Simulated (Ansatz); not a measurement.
Ag₂Sn⁻. Charge -1, multiplicity 2. Geometry B3LYP-D4/def2-TZVP, that of the neutral singlet; atoms count from 1.

```xyz
3

Ag   -1.0927    0.4870    1.2672
Ag   -0.2710   -0.3984   -1.6748
Sn    1.3638   -0.0886    0.4076
```

In the def2 sets Ag, Sn take a core potential; there is no spin–orbit coupling. The structure comes from a short search, and lower isomers may exist.

Q: Estimate the Mulliken populations from the PBE0/def2-TZVPD orbitals of Ansatz.

A: 
| atom | charge (e) | spin (α − β) | d electrons |
| --- | --- | --- | --- |
| Ag1 | -0.50 | -0.05 | 9.90 |
| Ag2 | -0.50 | -0.05 | 9.90 |
| Sn3 | 0.00 | 1.10 | – |
Mulliken values and Mayer orders depend strongly on the basis. With diffuse functions, as here, like atoms can get unlike values, and bond orders can come out too low or too high.

Q: Where does the spin sit?

A: Summed by element: Ag -0.10, Sn 1.10, of 1 unpaired in all. Largest on single atoms: Sn3 1.10, Ag1 -0.05, Ag2 -0.05.

Q: And the Mayer bond orders between bonded heavy atoms (over 0.3)?

A: Ag1–Ag2 0.34 (3.18 Å); Ag1–Sn3 1.00 (2.67 Å); Ag2–Sn3 1.00 (2.67 Å).
